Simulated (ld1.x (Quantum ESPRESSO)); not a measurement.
# Ranking TM semilocal potentials for scandium (Sc)

All share these settings but for the change named:

ld1.x (Quantum ESPRESSO) 7.5 input, shortened:

```
&input
   title='Sc', zed=21., rel=1, dft='PBESOL', iswitch=3,
   config='[Ar] 3d1 4s2 4p0'
 /
 &inputp
   pseudotype=1, tm=.true., lloc=1,
   nlcc=.true., new_core_ps=.true.
 /
3
4S  1  0   2.00   0.00  3.35  3.35  0.0
3D  3  2   1.00   0.00  2.70  2.70  0.0
4P  2  1   0.00   0.00  3.65  3.65  0.0
 &test
   configts(1)='3d1 4s2 4p0'
 /
```

Cutoff: the first of the cutoffs (Ry, on a coarse ladder) from which the occupation-weighted sum of valence levels, in a spherical-Bessel basis at the reference potential, stays within 10 and 1 mRy of its value at 400 Ry; the density cutoff is not measured.

The base gives 30 Ry.

Of 9 variants that were run, those that failed, showed a ghost or another fault, or gave nearly equal values are left out.

A variant can come out equal or close to the base.

Question: Rank these variants from softest to hardest (loose cutoff).
A. all radii but the core radius scaled by about 1.39 (s 4.64, p 5.06, d 3.74 bohr)
B. all radii but the core radius scaled by about 1.24 (s 4.14, p 4.52, d 3.34 bohr)
C. all radii but the core radius scaled by about 0.96 (s 3.22, p 3.50, d 2.58 bohr)
D. all radii but the core radius scaled by about 0.81 (s 2.72, p 2.96, d 2.18 bohr)
E. all radii but the core radius scaled by about 1.10 (s 3.70, p 4.02, d 2.98 bohr)

Answer: A (18 Ry), B (21 Ry), E (25 Ry), C (30 Ry), D (40 Ry).
